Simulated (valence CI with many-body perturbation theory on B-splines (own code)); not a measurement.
**Missing levels of Ag XXV**

Computed by relativistic CI+MBPT: five valence electrons over a frozen Dirac-Fock core [Ar], radial functions for each j: 7 s, 7 p, 8 d, 6 f, 4 g, 1 h, with the one-electron correlation potential Σ1 (screened to all orders), the two-electron term Σ2, the three-electron term Σ3, Breit, model QED; selected single and double excitations, second order for the rest, scaled by the run's own slope (own B-spline code, finite nucleus).

No measured spectrum was set against this ion. As an estimate, terms of the open shell hold to 2 to 4 % of their energy, and close levels can change places. Only levels of the ground parity were solved; by the run's estimate the other parity begins above the list, which can be wrong where configurations are misplaced.

```csv
Level,E (eV)
(3d3/2^3 3d5/2^2) J=5/2 [a],0.000
(3d3/2^4 3d5/2) J=5/2,?
(3d3/2^3 3d5/2^2) J=7/2 [a],?
(3d3/2^3 3d5/2^2) J=3/2,14.638
(3d3/2^3 3d5/2^2) J=11/2,14.647
(3d3/2^3 3d5/2^2) J=5/2 [b],15.278
(3d3/2^3 3d5/2^2) J=9/2,?
(3d3/2^3 3d5/2^2) J=1/2 [a],16.644
(3d3/2^2 3d5/2^3) J=7/2 [a],18.974
(3d3/2^3 3d5/2^2) J=5/2 [c],?
(3d3/2^2 3d5/2^3) J=11/2,?
(3d3/2^2 3d5/2^3) J=1/2,21.725
(3d3/2^2 3d5/2^3) J=3/2 [a],22.237
(3d3/2^3 3d5/2^2) J=7/2 [b],22.583
(3d3/2^2 3d5/2^3) J=13/2,23.571
(3d3/2^2 3d5/2^3) J=9/2 [a],23.678
(3d3/2^2 3d5/2^3) J=3/2 [b],23.680
(3d3/2^2 3d5/2^3) J=5/2 [a],24.908
(3d3/2^2 3d5/2^3) J=5/2 [b],27.612
(3d3/2^2 3d5/2^3) J=9/2 [b],?
```

Levels are named by their leading jj configuration (3d3/2^4 stands for four electrons in 3d with j = 3/2), which in mixed levels can hold well under half, so a name can repeat and another be missing. Letters in brackets count levels of one name in rising energy.

Problem. The levels stand in rising order. What does the calculation give for the missing energies?

Solution. (3d3/2^4 3d5/2) J=5/2 10.647; (3d3/2^3 3d5/2^2) J=7/2 [a] 14.149; (3d3/2^3 3d5/2^2) J=9/2 15.534; (3d3/2^3 3d5/2^2) J=5/2 [c] 19.978; (3d3/2^2 3d5/2^3) J=11/2 21.590; (3d3/2^2 3d5/2^3) J=9/2 [b] 27.696.
